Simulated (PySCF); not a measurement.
BFH3N, H4NSi (calculated)

Calculation on a computer-drawn molecule: vertical ionisation energy to the stated ion spin, frozen-core CCSD(T) at the basis limit and cheaper methods, single-reference cases, UHF for radicals, no spin-orbit; all values are single points at the evaluated structure, the first of each entry, which is the reference or a displaced copy of it and isn't optimised; the reference structure only sets the zero of the energies above reference; triples share is (T) over the correlation energy. Program: PySCF 2.14.0.

Common to all runs: multiplicity 1; ion multiplicity 2; diffuse functions no; reference is the Hartree-Fock double-zeta minimum; best is HF at quadruple zeta + MP2 correlation extrapolated from triple and quadruple zeta + CCSD(T) minus MP2 at triple zeta; basis step is the size of the change from the same recipe one zeta lower.

(1) BFH3N

Evaluated structure:
```xyz
6
BFH3N
N     -0.9558    -0.8632    -0.7140
B     -0.3303    -0.8811    -1.9523
F     -0.0981     0.2826    -2.5831
H     -1.2430    -0.0173    -0.2675
H     -1.1705    -1.7694    -0.1550
H      0.0125    -1.8984    -2.4793
```

Reference structure:
```xyz
6
BFH3N
N     -0.9549    -0.8638    -0.7140
B     -0.3295    -0.8800    -1.9522
F     -0.0982     0.2834    -2.5824
H     -1.2433    -0.0178    -0.2669
H     -1.1521    -1.6953    -0.2004
H      0.0122    -1.8983    -2.4799
```

- charge: 0
- basis: cc-pVnZ
- ionisation energy best: 11.4 eV
- ionisation energy basis step: 0.06714 eV
- energy above reference best: 3.222 kcal/mol
- energy above reference basis step: 0.08961 kcal/mol
- ionisation energy Koopmans at triple zeta: 12.07 eV
- ionisation energy EOM CCSD at triple zeta: 11.23 eV
- total energy HF triple zeta: -180.4907 hartree
- total energy CCSD(T) triple zeta: -181.0955 hartree
- total energy best: -181.1886 hartree
- T1 diagnostic at triple zeta: 0.01194
- D1 diagnostic at triple zeta: 0.03999
- ion T1 diagnostic at triple zeta: 0.01879
- ion D1 diagnostic at triple zeta: 0.09093
- ion spin squared at triple zeta: 0.7595
- triples share at triple zeta: 0.032
- basis functions triple zeta: 132
- dipole magnitude HF at triple zeta: 2.528 debye
- dipole magnitude CCSD unrelaxed at triple zeta: 2.507 debye
- dipole magnitude PBE at triple zeta: 2.495 debye
- dipole magnitude r2SCAN at triple zeta: 2.505 debye
- dipole magnitude B3LYP at triple zeta: 2.515 debye
- dipole magnitude wB97X at triple zeta: 2.497 debye

Drawn bonds:
```tsv
atom	other atom	order
1	2	1
2	3	1
1	4	1
1	5	1
2	6	1
```

Triple zeta:
```tsv
method	ionisation energy (eV)	energy above reference (kcal/mol)
HF	9.794	4.575
PBE	11.14	2.368
r2SCAN	11.08	3.077
B3LYP	11.25	3.044
wB97X	11.23	3.281
MP2	11.35	3.293
CCSD	11.12	3.345
CCSD(T)	11.2	3.14
```

(2) BFH3N

Evaluated structure:
```xyz
6
BFH3N
N     -0.9558    -0.8632    -0.7140
B     -0.3303    -0.8811    -1.9523
F     -0.0981     0.2826    -2.5831
H     -1.2430    -0.0173    -0.2675
H     -1.2065    -1.9213    -0.0613
H      0.0125    -1.8984    -2.4793
```

Reference structure:
```xyz
6
BFH3N
N     -0.9549    -0.8638    -0.7140
B     -0.3295    -0.8800    -1.9522
F     -0.0982     0.2834    -2.5824
H     -1.2433    -0.0178    -0.2669
H     -1.1521    -1.6953    -0.2004
H      0.0122    -1.8983    -2.4799
```

- charge: 0
- basis: cc-pVnZ
- ionisation energy best: 11.23 eV
- ionisation energy basis step: 0.06437 eV
- energy above reference best: 23.06 kcal/mol
- energy above reference basis step: 0.204 kcal/mol
- ionisation energy Koopmans at triple zeta: 12.01 eV
- ionisation energy EOM CCSD at triple zeta: 11.05 eV
- total energy HF triple zeta: -180.4536 hartree
- total energy CCSD(T) triple zeta: -181.0639 hartree
- total energy best: -181.1569 hartree
- T1 diagnostic at triple zeta: 0.01245
- D1 diagnostic at triple zeta: 0.04102
- ion T1 diagnostic at triple zeta: 0.01908
- ion D1 diagnostic at triple zeta: 0.08834
- ion spin squared at triple zeta: 0.7652
- triples share at triple zeta: 0.03297
- basis functions triple zeta: 132
- dipole magnitude HF at triple zeta: 2.65 debye
- dipole magnitude CCSD unrelaxed at triple zeta: 2.621 debye
- dipole magnitude PBE at triple zeta: 2.581 debye
- dipole magnitude r2SCAN at triple zeta: 2.598 debye
- dipole magnitude B3LYP at triple zeta: 2.611 debye
- dipole magnitude wB97X at triple zeta: 2.612 debye

Drawn bonds:
```tsv
atom	other atom	order
1	2	1
2	3	1
1	4	1
1	5	1
2	6	1
```

Triple zeta:
```tsv
method	ionisation energy (eV)	energy above reference (kcal/mol)
HF	9.597	27.85
PBE	10.99	20.64
r2SCAN	10.91	22.72
B3LYP	11.08	22.6
wB97X	11.05	23.76
MP2	11.19	23.68
CCSD	10.95	23.65
CCSD(T)	11.04	22.96
```

(3) BFH3N

Evaluated structure:
```xyz
6
BFH3N
N     -0.9499    -0.8755    -0.7147
B     -0.3345    -0.8657    -1.9494
F     -0.0838     0.2813    -2.5785
H     -1.2469    -0.0168    -0.2695
H     -1.1464    -1.6961    -0.1957
H     -0.0034    -1.8939    -2.4913
```

Reference structure:
```xyz
6
BFH3N
N     -0.9549    -0.8638    -0.7140
B     -0.3295    -0.8800    -1.9522
F     -0.0982     0.2834    -2.5824
H     -1.2433    -0.0178    -0.2669
H     -1.1521    -1.6953    -0.2004
H      0.0122    -1.8983    -2.4799
```

- charge: 0
- basis: cc-pVnZ
- ionisation energy best: 11.52 eV
- ionisation energy basis step: 0.06674 eV
- energy above reference best: 0.3532 kcal/mol
- energy above reference basis step: 0.06493 kcal/mol
- ionisation energy Koopmans at triple zeta: 12.16 eV
- ionisation energy EOM CCSD at triple zeta: 11.36 eV
- total energy HF triple zeta: -180.4976 hartree
- total energy CCSD(T) triple zeta: -181.0999 hartree
- total energy best: -181.1931 hartree
- T1 diagnostic at triple zeta: 0.01163
- D1 diagnostic at triple zeta: 0.03891
- ion T1 diagnostic at triple zeta: 0.01858
- ion D1 diagnostic at triple zeta: 0.0905
- ion spin squared at triple zeta: 0.7584
- triples share at triple zeta: 0.03152
- basis functions triple zeta: 132
- dipole magnitude HF at triple zeta: 2.463 debye
- dipole magnitude CCSD unrelaxed at triple zeta: 2.448 debye
- dipole magnitude PBE at triple zeta: 2.451 debye
- dipole magnitude r2SCAN at triple zeta: 2.459 debye
- dipole magnitude B3LYP at triple zeta: 2.464 debye
- dipole magnitude wB97X at triple zeta: 2.442 debye

Drawn bonds:
```tsv
atom	other atom	order
1	2	1
2	3	1
1	4	1
1	5	1
2	6	1
```

Triple zeta:
```tsv
method	ionisation energy (eV)	energy above reference (kcal/mol)
HF	9.927	0.2437
PBE	11.21	0.3501
r2SCAN	11.2	0.3115
B3LYP	11.38	0.3321
wB97X	11.36	0.3503
MP2	11.46	0.3922
CCSD	11.25	0.3345
CCSD(T)	11.33	0.3628
```

(4) BFH3N

Evaluated structure:
```xyz
6
BFH3N
N     -0.9441    -0.9124    -0.5852
B     -0.3925    -0.8477    -1.9212
F     -0.0752     0.0889    -2.4965
H     -1.2158     0.0118    -0.2929
H     -1.0847    -1.7596    -0.1341
H      0.0131    -1.8101    -2.5761
```

Reference structure:
```xyz
6
BFH3N
N     -0.9549    -0.8638    -0.7140
B     -0.3295    -0.8800    -1.9522
F     -0.0982     0.2834    -2.5824
H     -1.2433    -0.0178    -0.2669
H     -1.1521    -1.6953    -0.2004
H      0.0122    -1.8983    -2.4799
```

* charge: 0
* basis: cc-pVnZ
* ionisation energy best: 10.97 eV
* ionisation energy basis step: 0.06427 eV
* energy above reference best: 37.01 kcal/mol
* energy above reference basis step: 1.539 kcal/mol
* ionisation energy Koopmans at triple zeta: 11.61 eV
* ionisation energy EOM CCSD at triple zeta: 10.81 eV
* total energy HF triple zeta: -180.4415 hartree
* total energy CCSD(T) triple zeta: -181.0397 hartree
* total energy best: -181.1347 hartree
* T1 diagnostic at triple zeta: 0.0108
* D1 diagnostic at triple zeta: 0.03579
* ion T1 diagnostic at triple zeta: 0.01354
* ion D1 diagnostic at triple zeta: 0.05729
* ion spin squared at triple zeta: 0.7586
* triples share at triple zeta: 0.03075
* basis functions triple zeta: 132
* dipole magnitude HF at triple zeta: 1.559 debye
* dipole magnitude CCSD unrelaxed at triple zeta: 1.596 debye
* dipole magnitude PBE at triple zeta: 1.658 debye
* dipole magnitude r2SCAN at triple zeta: 1.657 debye
* dipole magnitude B3LYP at triple zeta: 1.628 debye
* dipole magnitude wB97X at triple zeta: 1.596 debye

Drawn bonds:
```tsv
atom	other atom	order
1	2	1
2	3	1
1	4	1
1	5	1
2	6	1
```

Triple zeta:
```tsv
method	ionisation energy (eV)	energy above reference (kcal/mol)
HF	9.335	35.44
PBE	10.61	38.7
r2SCAN	10.65	37.44
B3LYP	10.83	37.66
wB97X	10.82	37.86
MP2	10.91	38.4
CCSD	10.69	37.74
CCSD(T)	10.78	38.14
```

(5) BFH3N

Evaluated structure:
```xyz
6
BFH3N
N     -0.8975    -0.8064    -0.6815
B     -0.3109    -0.9167    -1.9327
F     -0.1258     0.2971    -2.5671
H     -1.3399    -0.0395    -0.2766
H     -1.1066    -1.6432    -0.2207
H     -0.0064    -1.9749    -2.5095
```

Reference structure:
```xyz
6
BFH3N
N     -0.9549    -0.8638    -0.7140
B     -0.3295    -0.8800    -1.9522
F     -0.0982     0.2834    -2.5824
H     -1.2433    -0.0178    -0.2669
H     -1.1521    -1.6953    -0.2004
H      0.0122    -1.8983    -2.4799
```

- charge: 0
- basis: cc-pVnZ
- ionisation energy best: 11.57 eV
- ionisation energy basis step: 0.06919 eV
- energy above reference best: 4.557 kcal/mol
- energy above reference basis step: 0.01935 kcal/mol
- ionisation energy Koopmans at triple zeta: 12.2 eV
- ionisation energy EOM CCSD at triple zeta: 11.41 eV
- total energy HF triple zeta: -180.4901 hartree
- total energy CCSD(T) triple zeta: -181.0931 hartree
- total energy best: -181.1864 hartree
- T1 diagnostic at triple zeta: 0.01211
- D1 diagnostic at triple zeta: 0.04079
- ion T1 diagnostic at triple zeta: 0.02152
- ion D1 diagnostic at triple zeta: 0.109
- ion spin squared at triple zeta: 0.7582
- triples share at triple zeta: 0.03175
- basis functions triple zeta: 132
- dipole magnitude HF at triple zeta: 2.616 debye
- dipole magnitude CCSD unrelaxed at triple zeta: 2.563 debye
- dipole magnitude PBE at triple zeta: 2.548 debye
- dipole magnitude r2SCAN at triple zeta: 2.565 debye
- dipole magnitude B3LYP at triple zeta: 2.577 debye
- dipole magnitude wB97X at triple zeta: 2.561 debye

Drawn bonds:
```tsv
atom	other atom	order
1	2	1
2	3	1
1	4	1
1	5	1
2	6	1
```

Triple zeta:
```tsv
method	ionisation energy (eV)	energy above reference (kcal/mol)
HF	9.993	4.939
PBE	11.2	4.327
r2SCAN	11.2	4.521
B3LYP	11.39	4.637
wB97X	11.4	4.405
MP2	11.52	4.681
CCSD	11.3	4.735
CCSD(T)	11.37	4.663
```

(6) BFH3N

Evaluated structure:
```xyz
6
BFH3N
N     -0.8975    -0.8064    -0.6815
B     -0.3109    -0.9167    -1.9327
F     -0.1087     0.4095    -2.6259
H     -1.3399    -0.0395    -0.2766
H     -1.1066    -1.6432    -0.2207
H     -0.0064    -1.9749    -2.5095
```

Reference structure:
```xyz
6
BFH3N
N     -0.9549    -0.8638    -0.7140
B     -0.3295    -0.8800    -1.9522
F     -0.0982     0.2834    -2.5824
H     -1.2433    -0.0178    -0.2669
H     -1.1521    -1.6953    -0.2004
H      0.0122    -1.8983    -2.4799
```

- charge: 0
- basis: cc-pVnZ
- ionisation energy best: 11.83 eV
- ionisation energy basis step: 0.07908 eV
- energy above reference best: 12.95 kcal/mol
- energy above reference basis step: 0.3313 kcal/mol
- ionisation energy Koopmans at triple zeta: 12.49 eV
- ionisation energy EOM CCSD at triple zeta: 11.67 eV
- total energy HF triple zeta: -180.4734 hartree
- total energy CCSD(T) triple zeta: -181.0796 hartree
- total energy best: -181.1730 hartree
- T1 diagnostic at triple zeta: 0.0131
- D1 diagnostic at triple zeta: 0.04332
- ion T1 diagnostic at triple zeta: 0.02772
- ion D1 diagnostic at triple zeta: 0.1468
- ion spin squared at triple zeta: 0.7581
- triples share at triple zeta: 0.03262
- basis functions triple zeta: 132
- dipole magnitude HF at triple zeta: 3.284 debye
- dipole magnitude CCSD unrelaxed at triple zeta: 3.167 debye
- dipole magnitude PBE at triple zeta: 3.107 debye
- dipole magnitude r2SCAN at triple zeta: 3.149 debye
- dipole magnitude B3LYP at triple zeta: 3.169 debye
- dipole magnitude wB97X at triple zeta: 3.167 debye

Drawn bonds:
```tsv
atom	other atom	order
1	2	1
2	3	1
1	4	1
1	5	1
2	6	1
```

Triple zeta:
```tsv
method	ionisation energy (eV)	energy above reference (kcal/mol)
HF	10.28	15.44
PBE	11.34	11.44
r2SCAN	11.39	12.82
B3LYP	11.59	12.71
wB97X	11.65	12.48
MP2	11.8	13.05
CCSD	11.57	13.59
CCSD(T)	11.63	13.12
```

(7) H4NSi

Evaluated structure:
```xyz
6
H4NSi
N      1.2800     0.0925    -1.1532
Si     1.0389    -0.3605     0.3465
H      2.2665     0.4574    -1.5301
H      0.5356     0.4948    -1.7700
H      2.1498    -0.8189     1.0788
H     -0.2775    -0.6699     0.9064
```

Reference structure:
```xyz
6
H4NSi
N      1.2610     0.2118    -1.1311
Si     1.0248    -0.4813     0.3237
H      2.1705     0.4092    -1.5180
H      0.5145     0.4926    -1.7472
H      2.1933    -0.8387     1.1152
H     -0.3438    -0.7110     0.7641
```

- charge: 1
- basis: cc-pV(n+d)Z
- ionisation energy best: 18.39 eV
- ionisation energy basis step: 0.02635 eV
- energy above reference best: 10.06 kcal/mol
- energy above reference basis step: 0.01702 kcal/mol
- ionisation energy Koopmans at triple zeta: 18.93 eV
- ionisation energy EOM CCSD at triple zeta: 18.26 eV
- total energy HF triple zeta: -345.4861 hartree
- total energy CCSD(T) triple zeta: -345.8420 hartree
- total energy best: -345.8879 hartree
- T1 diagnostic at triple zeta: 0.01424
- D1 diagnostic at triple zeta: 0.04285
- ion T1 diagnostic at triple zeta: 0.01031
- ion D1 diagnostic at triple zeta: 0.02502
- ion spin squared at triple zeta: 0.7589
- triples share at triple zeta: 0.03423
- basis functions triple zeta: 125

Drawn bonds:
```tsv
atom	other atom	order
1	2	1
1	3	1
1	4	1
2	5	1
2	6	1
```

Triple zeta:
```tsv
method	ionisation energy (eV)	energy above reference (kcal/mol)
HF	16.62	11.84
PBE	18.29	9.325
r2SCAN	18.23	9.838
B3LYP	18.33	9.844
wB97X	18.25	10.14
MP2	18.36	10.06
CCSD	18.13	10.27
CCSD(T)	18.26	10.08
```

(8) H4NSi

Evaluated structure:
```xyz
6
H4NSi
N      1.2394     0.2463    -1.1846
Si     0.9888    -0.4857     0.3484
H      2.0692     0.3387    -1.3930
H      0.5144     0.5170    -1.7568
H      2.2024    -0.8490     1.1316
H     -0.3706    -0.6757     0.7549
```

Reference structure:
```xyz
6
H4NSi
N      1.2610     0.2118    -1.1311
Si     1.0248    -0.4813     0.3237
H      2.1705     0.4092    -1.5180
H      0.5145     0.4926    -1.7472
H      2.1933    -0.8387     1.1152
H     -0.3438    -0.7110     0.7641
```

* charge: 1
* basis: cc-pV(n+d)Z
* ionisation energy best: 17.89 eV
* ionisation energy basis step: 0.02805 eV
* energy above reference best: 21.92 kcal/mol
* energy above reference basis step: 0.07901 kcal/mol
* ionisation energy Koopmans at triple zeta: 18.31 eV
* ionisation energy EOM CCSD at triple zeta: 17.76 eV
* total energy HF triple zeta: -345.4708 hartree
* total energy CCSD(T) triple zeta: -345.8229 hartree
* total energy best: -345.8690 hartree
* T1 diagnostic at triple zeta: 0.01686
* D1 diagnostic at triple zeta: 0.05304
* ion T1 diagnostic at triple zeta: 0.008724
* ion D1 diagnostic at triple zeta: 0.02207
* ion spin squared at triple zeta: 0.7571
* triples share at triple zeta: 0.03389
* basis functions triple zeta: 125

Drawn bonds:
```tsv
atom	other atom	order
1	2	1
1	3	1
1	4	1
2	5	1
2	6	1
```

Triple zeta:
```tsv
method	ionisation energy (eV)	energy above reference (kcal/mol)
HF	16.04	21.48
PBE	17.95	22.58
r2SCAN	17.75	22.17
B3LYP	17.85	22.07
wB97X	17.74	22.53
MP2	17.82	22.21
CCSD	17.61	22.12
CCSD(T)	17.75	22.08
```

(9) H4NSi

Evaluated structure:
```xyz
6
H4NSi
N      1.2633     0.2167    -1.1200
Si     1.0508    -0.4755     0.3275
H      2.1651     0.4009    -1.5005
H      0.5355     0.4811    -1.7442
H      2.1854    -0.7974     1.1087
H     -0.3459    -0.7099     0.7603
```

Reference structure:
```xyz
6
H4NSi
N      1.2610     0.2118    -1.1311
Si     1.0248    -0.4813     0.3237
H      2.1705     0.4092    -1.5180
H      0.5145     0.4926    -1.7472
H      2.1933    -0.8387     1.1152
H     -0.3438    -0.7110     0.7641
```

* charge: 1
* basis: cc-pV(n+d)Z
* ionisation energy best: 18.27 eV
* ionisation energy basis step: 0.029 eV
* energy above reference best: 1.11 kcal/mol
* energy above reference basis step: 0.05474 kcal/mol
* ionisation energy Koopmans at triple zeta: 18.74 eV
* ionisation energy EOM CCSD at triple zeta: 18.14 eV
* total energy HF triple zeta: -345.5041 hartree
* total energy CCSD(T) triple zeta: -345.8562 hartree
* total energy best: -345.9022 hartree
* T1 diagnostic at triple zeta: 0.01427
* D1 diagnostic at triple zeta: 0.04332
* ion T1 diagnostic at triple zeta: 0.008603
* ion D1 diagnostic at triple zeta: 0.02069
* ion spin squared at triple zeta: 0.7573
* triples share at triple zeta: 0.03324
* basis functions triple zeta: 125

Drawn bonds:
```tsv
atom	other atom	order
1	2	1
1	3	1
1	4	1
2	5	1
2	6	1
```

Triple zeta:
```tsv
method	ionisation energy (eV)	energy above reference (kcal/mol)
HF	16.48	0.5797
PBE	18.28	1.55
r2SCAN	18.13	1.166
B3LYP	18.23	1.155
wB97X	18.13	1.047
MP2	18.22	1.109
CCSD	18	1.072
CCSD(T)	18.13	1.178
```

(10) H4NSi

Evaluated structure:
```xyz
6
H4NSi
N      1.2633     0.2167    -1.1200
Si     1.0508    -0.4755     0.3275
H      2.1651     0.4009    -1.5005
H      0.5355     0.4811    -1.7442
H      2.1854    -0.7974     1.1087
H     -0.2063    -0.6865     0.7170
```

Reference structure:
```xyz
6
H4NSi
N      1.2610     0.2118    -1.1311
Si     1.0248    -0.4813     0.3237
H      2.1705     0.4092    -1.5180
H      0.5145     0.4926    -1.7472
H      2.1933    -0.8387     1.1152
H     -0.3438    -0.7110     0.7641
```

* charge: 1
* basis: cc-pV(n+d)Z
* ionisation energy best: 18.29 eV
* ionisation energy basis step: 0.03013 eV
* energy above reference best: 5.585 kcal/mol
* energy above reference basis step: 0.08467 kcal/mol
* ionisation energy Koopmans at triple zeta: 18.72 eV
* ionisation energy EOM CCSD at triple zeta: 18.15 eV
* total energy HF triple zeta: -345.4977 hartree
* total energy CCSD(T) triple zeta: -345.8491 hartree
* total energy best: -345.8950 hartree
* T1 diagnostic at triple zeta: 0.01421
* D1 diagnostic at triple zeta: 0.04347
* ion T1 diagnostic at triple zeta: 0.00836
* ion D1 diagnostic at triple zeta: 0.02065
* ion spin squared at triple zeta: 0.7573
* triples share at triple zeta: 0.03288
* basis functions triple zeta: 125

Drawn bonds:
```tsv
atom	other atom	order
1	2	1
1	3	1
1	4	1
2	5	1
2	6	1
```

Triple zeta:
```tsv
method	ionisation energy (eV)	energy above reference (kcal/mol)
HF	16.49	4.6
PBE	18.33	7.023
r2SCAN	18.14	5.918
B3LYP	18.25	5.631
wB97X	18.15	5.582
MP2	18.23	5.292
CCSD	18.02	5.461
CCSD(T)	18.15	5.661
```
